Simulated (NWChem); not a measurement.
The numbers come from NWChem runs, not from measurements. System: H3Al, charge 0, spin multiplicity 1, at a geometry optimised with PBE/def2-SVP. The structure started from a generated list of species. Level: real-time TD-PBE/6-31G* (spherical d).

The NWChem input:

```
start mol
memory heap 200 mb stack 900 mb global 1100 mb
geometry "system" units angstroms nocenter noautoz noautosym
  Al     0.000000     0.000000    -0.000001
  H      0.000000     0.000000     1.600821
  H      1.386349     0.000000    -0.800404
  H     -1.386349     0.000000    -0.800404
end
set geometry "system"
basis spherical
  * library 6-31g*
end
dft
  xc xpbe96 cpbe96
  semidirect memsize 60000000 filesize 0
  iterations 100
  convergence energy 1e-10 density 1e-9 gradient 1e-8
  tolerances tight
end
task dft energy
rt_tddft
  tmax 200.0
  dt 0.2
  tag "kick"
  print dipole
  field "kick"
    type delta
    polarization z
    max 0.0001
  end
  excite "system" with "kick"
end
task dft rt_tddft
```

NWChem printed:

```
             Northwest Computational Chemistry Package (NWChem) 7.3.0
             --------------------------------------------------------

                                NWChem Input Module
                                -------------------

 Scaling coordinates for geometry "system" by  1.889725989
 (inverse scale =  0.529177249)

                              Geometry "system" -> ""
                              -----------------------

 Output coordinates in angstroms (scale by  1.889725989 to convert to a.u.)

  No.       Tag          Charge          X              Y              Z
 ---- ---------------- ---------- -------------- -------------- --------------
    1 Al                  13.0000     0.00000000     0.00000000    -0.00000100
    2 H                    1.0000     0.00000000     0.00000000     1.60082100
    3 H                    1.0000     1.38634900     0.00000000    -0.80040400
    4 H                    1.0000    -1.38634900     0.00000000    -0.80040400

 Effective nuclear repulsion energy (a.u.)      13.4646686851

            Nuclear Dipole moment (a.u.)
            ----------------------------
        X                 Y               Z
 ---------------- ---------------- ----------------
     0.0000000000     0.0000000000     0.0000000000


 Summary of "ao basis" -> "" (spherical)
 ------------------------------------------------------------------------------
       Tag                 Description            Shells   Functions and Types
 ---------------- ------------------------------  ------  ---------------------
 *                           6-31g*                   on all atoms

  pbe96 is a nonlocal functional; adding pw91lda local functional.

                                 NWChem DFT Module
                                 -----------------

 Summary of "ao basis" -> "ao basis" (spherical)
 ------------------------------------------------------------------------------
       Tag                 Description            Shells   Functions and Types
 ---------------- ------------------------------  ------  ---------------------
 Al                          6-31g*                  8       18   4s3p1d
 H                           6-31g*                  2        2   2s

 Summary of "ao basis" -> "ao basis" (spherical)
 ------------------------------------------------------------------------------
       Tag                 Description            Shells   Functions and Types
 ---------------- ------------------------------  ------  ---------------------
 Al                          6-31g*                  8       18   4s3p1d
 H                           6-31g*                  2        2   2s

  itol2e modified to match energy
  convergence criterion.
  tol_rho modified to match energy
  convergence criterion.

            General Information
            -------------------
          SCF calculation type: DFT
          Wavefunction type:  closed shell.
          No. of atoms     :     4
          No. of electrons :    16
           Alpha electrons :     8
            Beta electrons :     8
          Charge           :     0
          Spin multiplicity:     1
          Use of symmetry is: off; symmetry adaption is: off
          Maximum number of iterations: 100
          AO basis - number of functions:    24
                     number of shells:    14
          Convergence on energy requested:  1.00D-10
          Convergence on density requested:  1.00D-09
          Convergence on gradient requested:  1.00D-08

              XC Information
              --------------
          PerdewBurkeErnzerhof Exchange Functional  1.000
            Perdew 1991 LDA Correlation Functional  1.000 local
           PerdewBurkeErnz. Correlation Functional  1.000 non-local

             Grid Information
             ----------------
          Grid used for XC integration:  medium
          Radial quadrature: Mura-Knowles
          Angular quadrature: Lebedev.
          Tag              B.-S. Rad. Rad. Pts. Rad. Cut. Ang. Pts.
          ---              ---------- --------- --------- ---------
          Al                  1.25       88           7.0       590
          H                   0.35       45           8.0       434
          Grid pruning is: on
          Number of quadrature shells:   223
          Spatial weights used:  Erf1

          Convergence Information
          -----------------------
          Convergence aids based upon iterative change in
          total energy or number of iterations.
          Levelshifting, if invoked, occurs when the
          HOMO/LUMO gap drops below (HL_TOL):  1.00D-02
          DIIS, if invoked, will attempt to extrapolate
          using up to (NFOCK): 10 stored Fock matrices.

                    Damping( 0%)  Levelshifting(0.5)       DIIS
                  --------------- ------------------- ---------------
          dE  on:    start            ASAP                start
          dE off:    2 iters        100 iters           100 iters

      Screening Tolerance Information
      -------------------------------
          Density screening/tol_rho:  1.00D-13
          AO Gaussian exp screening on grid/accAOfunc:  23
          CD Gaussian exp screening on grid/accCDfunc:  20
          XC Gaussian exp screening on grid/accXCfunc:  20
          Schwarz screening/accCoul:  1.00D-11

      Superposition of Atomic Density Guess
      -------------------------------------

 Sum of atomic energies:        -243.35334832

      Non-variational initial energy
      ------------------------------

 Total energy =    -243.323080
 1-e energy   =    -364.732941
[...]
 Al                          6-31g*                  8       18   4s3p1d
 H                           6-31g*                  2        2   2s

  The DFT is already converged

         Total DFT energy =   -244.022156081836

            General Information
            -------------------
          SCF calculation type: DFT
          Wavefunction type:  closed shell.
          No. of atoms     :     4
          No. of electrons :    16
           Alpha electrons :     8
            Beta electrons :     8
          Charge           :     0
          Spin multiplicity:     1
          Use of symmetry is: off; symmetry adaption is: off
          Maximum number of iterations: 100
          AO basis - number of functions:    24
                     number of shells:    14
          Convergence on energy requested:  1.00D-10
          Convergence on density requested:  1.00D-09
          Convergence on gradient requested:  1.00D-08

              XC Information
              --------------
          PerdewBurkeErnzerhof Exchange Functional  1.000
            Perdew 1991 LDA Correlation Functional  1.000 local
           PerdewBurkeErnz. Correlation Functional  1.000 non-local

             Grid Information
             ----------------
          Grid used for XC integration:  medium
          Radial quadrature: Mura-Knowles
          Angular quadrature: Lebedev.
          Tag              B.-S. Rad. Rad. Pts. Rad. Cut. Ang. Pts.
          ---              ---------- --------- --------- ---------
          Al                  1.25       88           7.0       590
          H                   0.35       45           8.0       434
          Grid pruning is: on
          Number of quadrature shells:   223
          Spatial weights used:  Erf1

          Convergence Information
          -----------------------
          Convergence aids based upon iterative change in
          total energy or number of iterations.
          Levelshifting, if invoked, occurs when the
          HOMO/LUMO gap drops below (HL_TOL):  1.00D-02
          DIIS, if invoked, will attempt to extrapolate
          using up to (NFOCK): 10 stored Fock matrices.

                    Damping( 0%)  Levelshifting(0.5)       DIIS
                  --------------- ------------------- ---------------
          dE  on:    start            ASAP                start
          dE off:    2 iters        100 iters           100 iters

      Screening Tolerance Information
      -------------------------------
          Density screening/tol_rho:  1.00D-13
          AO Gaussian exp screening on grid/accAOfunc:  23
          CD Gaussian exp screening on grid/accCDfunc:  20
          XC Gaussian exp screening on grid/accXCfunc:  20
          Schwarz screening/accCoul:  1.00D-11

 *************************
 * Closed-shell RT-TDDFT *
 *************************

 Geometry               Atoms      Basis func.   Nuc. charge          Nuc. dip. mom.
 -----------------------------------------------------------------------------------------
 *system               4 (100% )    24 (100% )     16.00        0.00      0.00      0.00

=============== Geometry Initialization ===============
  Active geometry: "system"
  No linear dependencies
  Number of atomic orbitals    = 24
  Number of molecular orbitals = 24
=======================================================

             System parameters
             -----------------
     No. atoms              : 4
     Wavefunction type      : restricted
     No. alpha electrons    : 8
     No. beta electrons     : 8
     Total no. electrons    : 16
     System charge          : 0

               2e integrals
               ------------
     tol2e for real part of Fock matrix:  1.0000E-11
     tol2e for imag part of Fock matrix:  1.0000E-13

                    Propagation parameters
                    ----------------------
     End time (tmax)       :  2.0000E+02 au =  4.8378E+00 fs
     Time step (dt)        :  2.0000E-01 au =  4.8378E-03 fs
     No. time steps (nt)   : 1000
     Progagation method    : 2nd order Magnus w/ self-consistent interpolation
     Exponentiation method : Adaptive contractive power series

                        Tolerances
                        ----------
     Zero / comparison / check tolerance  :  1.0000E-08
     Series convergence tolerance         :  1.0000E-10
     Interpolation convergence tolerance  :  1.0000E-07
     Reqd no. zero terms in series        : 3
     Reqd no. zero terms in interpolation : 1

                Output and checking parameters
                ------------------------------
     Quantites to print : messages, dipole, field, energy, <S^2>
     No. print points   : 1000 (once every 1 time steps)
     No. checks         : 10 (once every 100 time steps)
     No. restart points : 100 (once every 10 time steps)
     Checking level     : 1 (checkpoints only)
     Profiling          : No

 Dipole and quadrupole matrices
 ------------------------------
     Center of mass = ( 0.0000E+00,  0.0000E+00, -8.7416E-07)
     norm[D_x]  =  2.6198E+00
     norm[D_y]  =  2.1194E+00
     norm[D_z]  =  3.0251E+00
     norm[Q_xx] =  1.3475E+01
     norm[Q_xy] =  4.4917E+00
     norm[Q_xz] =  4.4917E+00
     norm[Q_yy] =  1.3475E+01
     norm[Q_yz] =  4.4917E+00
     norm[Q_zz] =  1.3475E+01

         Applied fields
         --------------

               "kick"
     Type            : delta
     Polarization    : z
     Field maximum   :  1.0000E-04 au =  5.1421E-02 V/nm

        Excitation rules
        ----------------
     Excite geometry "system" with "kick"

                             Closed shell propagation
                             ------------------------

****************************** WARNING ******************************
  Starting movecs not specified--trying SCF output:
   ./mol.movecs
*********************************************************************

     File name              : ./mol.movecs
     Job title              :
     Basis set name         : ao basis
     SCF type               : dft
     Atomic orbitals        : 24
     Molecular orbitals     : 24

   Vector      Occupation     Eigenvalue [au]
 --------------------------------------------
         1        2.00       -5.53863666E+01
         2        2.00       -3.93829879E+00
         3        2.00       -2.54776360E+00
         4        2.00       -2.53725158E+00
         5        2.00       -2.53725121E+00
         6        2.00       -3.76528478E-01
         7        2.00       -2.67107539E-01
         8        2.00       -2.67106836E-01
         9        0.00       -9.21529330E-02
        10        0.00        3.14988976E-02
        11        0.00        4.92808100E-02
        12        0.00        4.92820287E-02
        13        0.00        9.41355053E-02
        14        0.00        1.69959155E-01
        15        0.00        1.69961139E-01
        16        0.00        1.72578134E-01
        17        0.00        4.17104192E-01
        18        0.00        4.17104883E-01
        19        0.00        5.37766176E-01
        20        0.00        5.48142165E-01
        21        0.00        5.48142926E-01
        22        0.00        9.13057133E-01
        23        0.00        1.00417396E+00
        24        0.00        1.00417461E+00

kick      0.00000        ### Propagation started ###
kick      0.00000        ### Checks passed ###
kick      0.00000   0.000000000000E+000   0.000000000000E+000   1.000000000000E-004     # Applied E-field [system] (alpha spin)
kick      0.00000   0.000000000000E+000   0.000000000000E+000   1.000000000000E-004     # Applied E-field [system] (beta spin)
kick      0.00000   1.346466868514E+001     # Enuc
kick      0.00000  -3.653764554796E+002     # Ecore
kick      0.00000   1.274454613578E+002     # Ecoul
kick      0.00000  -1.955583064520E+001     # Exc(1)
kick      0.00000   0.000000000000E+000     # Exc(2)
kick      0.00000  -2.440221560818E+002     # Etot
kick      0.00000   2.842170943040E-013     # Eadded
kick      0.00000  -1.998401444325E-014   4.749427665177E-014  -7.176298330358E-006     # Dipole moment [system]
kick      0.00000        ### Saved restart file ###
kick      0.00000   3.937716819280E-011     # Magnus interpol (matrix 1 of 1)
kick      0.00000                     2     # Magnus total interpolations
kick      0.20000   0.000000000000E+000   0.000000000000E+000   0.000000000000E+000     # Applied E-field [system] (alpha spin)
kick      0.20000   0.000000000000E+000   0.000000000000E+000   0.000000000000E+000     # Applied E-field [system] (beta spin)
kick      0.20000   1.346466868514E+001     # Enuc
kick      0.20000  -3.653764554796E+002     # Ecore
kick      0.20000   1.274454613581E+002     # Ecoul
kick      0.20000  -1.955583064522E+001     # Exc(1)
kick      0.20000   0.000000000000E+000     # Exc(2)
kick      0.20000  -2.440221560815E+002     # Etot
kick      0.20000   2.917772690125E-010     # Eadded
kick      0.20000  -1.953992523340E-014   4.755207893994E-014  -8.694316355751E-007     # Dipole moment [system]
kick      0.20000   3.911870827267E-011     # Magnus interpol (matrix 1 of 1)
kick      0.20000                     2     # Magnus total interpolations
kick      0.40000   0.000000000000E+000   0.000000000000E+000   0.000000000000E+000     # Applied E-field [system] (alpha spin)
kick      0.40000   0.000000000000E+000   0.000000000000E+000   0.000000000000E+000     # Applied E-field [system] (beta spin)
kick      0.40000   1.346466868514E+001     # Enuc
...
kick     28.20000  -3.177319740644E-009     # Eadded
kick     28.20000  -1.509903313490E-014   4.503992291256E-014  -3.964748791896E-005     # Dipole moment [system]
kick     28.20000   3.996802888651E-014     # Magnus interpol (matrix 1 of 1)
kick     28.20000                     2     # Magnus total interpolations
kick     28.40000   0.000000000000E+000   0.000000000000E+000   0.000000000000E+000     # Applied E-field [system] (alpha spin)
kick     28.40000   0.000000000000E+000   0.000000000000E+000   0.000000000000E+000     # Applied E-field [system] (beta spin)
kick     28.40000   1.346466868514E+001     # Enuc
kick     28.40000  -3.653764554845E+002     # Ecore
kick     28.40000   1.274454613597E+002     # Ecoul
kick     28.40000  -1.955583064544E+001     # Exc(1)
kick     28.40000   0.000000000000E+000     # Exc(2)
kick     28.40000  -2.440221560850E+002     # Eto
```
